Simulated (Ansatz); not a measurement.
The same ligand exchange along the group B, Al, Ga, In.

Calculated with Ansatz (gas phase, PBE0-D4/def2-TZVP geometries, no zero-point term in ΔE). CCSD(T)/CBS adds triple-zeta CCSD(T) − MP2 to the extrapolated MP2 energy (def2 sets, frozen cores). This one scheme is used for every species. Functionals use def2-TZVPP. def2 core potentials past Kr. For Ga, In outer-core shells are correlated without core-valence functions, which leaves a few kJ/mol of doubt a bond. Scalar relativity is left out up to krypton. Each species was taken in one conformer, which may not be the lowest.

| reaction | CCSD(T)/CBS(def2) (kcal/mol) |
| --- | --- |
| `B[SiH2]F` + `OCF` → `FCO[SiH2]F` + BH₃ | -29.8 |
| `F[SiH2][AlH2]` + `OCF` → `FCO[SiH2]F` + `[AlH3]` | -26.9 |
| `F[SiH2][GaH2]` + `OCF` → `FCO[SiH2]F` + `[GaH3]` | ? |
| `F[SiH2][InH2]` + `OCF` → `FCO[SiH2]F` + `[InH3]` | -20.4 |

(1) Fill in the missing values. (Estimate.)

Largest T1 diagnostic: 0.014, for `[InH3]`.

Answers

(1) Computed: `F[SiH2][GaH2]` + `OCF` → `FCO[SiH2]F` + `[GaH3]`: -23.1 kcal/mol.
